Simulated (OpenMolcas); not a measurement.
A calculation on Os I.

| Property | Result |
| --- | --- |
| Program | OpenMolcas 26.06 |
| Method | SS-CASPT2, IPEA 0.25 Eh, imaginary shift 0.1 Eh (closed shells correlated: 5s 5p) |
| Basis | ANO-RCC-VTZP [8s7p5d3f2g1h] |
| Scalar Hamiltonian | DKH2, point nucleus |
| Active space | 8 electrons in 6 orbitals (5d 6s) |
| State averaging | 2S+1 = 5 even, 15 roots; 2S+1 = 3 even, 80 roots; 2S+1 = 1 even, 58 roots |
| Spin-orbit coupling | state interaction with AMFI integrals over the reference wave functions, term energies averaged over their components |

Task: Which level of the active space comes out lowest?

Result: 5d6 6s2 5D4, with 89 % of that term; it is also the measured ground level.

Task: How high does 5d6 6s2 5D1 lie?

Result: 5850 cm-1 above the lowest level; measured 5766 cm-1 above the ground level, so the calculation is off by +2 %.

Task: How high does 5d6 6s2 3H6 lie?

Result: 16320 cm-1 above the lowest level.

Task: How high does 5d6 6s2 5D0 lie?

Result: 6390 cm-1 above the lowest level; measured 6093 cm-1 above the ground level, so the calculation is off by +5 %.

Task: The level at 13210 cm-1 has J = 4. What is it made of, and what is its g factor?

Result: 38 % 5d6 6s2 3F4, 19 % 5d7 6s 5F, 11 % 5d6 6s2 3H; g = 1.179, against 1.251 from Landé's formula for the pure leading term.

Measured values: NIST Handbook of Basic Atomic Spectroscopic Data.

Term energies are means over components that CASPT2 splits; among the terms shown or strongly mixed into the levels shown the widest spread is 440 cm-1 (5d6 6s2 3H). Configurations are named by rounded mean occupations; where the s occupation lies near a half they are strongly mixed, a name can repeat and a true partner stay unpaired. Computed and measured levels are paired by configuration, term and J; levels that our copy of the source lacks, or whose pairing is in doubt (as where it misses far off the trend of its configuration), stay unpaired and out of the deviations. Levels of configurations outside the active space are missing.
